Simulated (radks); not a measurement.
Task: These are the eigenvalues of the occupied orbitals of an atom or ion with whole-number occupations (hartree). Method: non-relativistic Kohn-Sham, LB94 model potential, spin-polarised, spherical densities, point nucleus; computed with a radial shooting solver on a logarithmic mesh with Libxc functionals.

| orbital | eigenvalue |
|---|---|
| 1s down | -547.4749 |
| 1s up | -547.4735 |
| 2s up | -74.45472 |
| 2s down | -74.44723 |
| 2p up | -67.95324 |
| 2p down | -67.94052 |
| 3s up | -12.94338 |
| 3s down | -12.93549 |
| 3p up | -10.58039 |
| 3p down | -10.57500 |
| 3d down | -6.31121 |
| 3d up | -6.31028 |
| 4s up | -3.13203 |
| 4s down | -3.12163 |
| 4p up | -2.52082 |

Which element is it, and in what charge state? The configuration may be excited. Open shells, if any, are filled with parallel spins first.

Result: Z = 37, rubidium, charge +4: Rb4+ in [Ar] 3d10 4s2 4p3. The list shows which subshells hold electrons but not how many an open one holds; the 1s level, -547.47 hartree, gives Z - s = 33.1 by -(Z - s)^2/2, which with screening narrows Z to a few neighbours, and the depths of the outer levels then fix element, charge and occupations together.
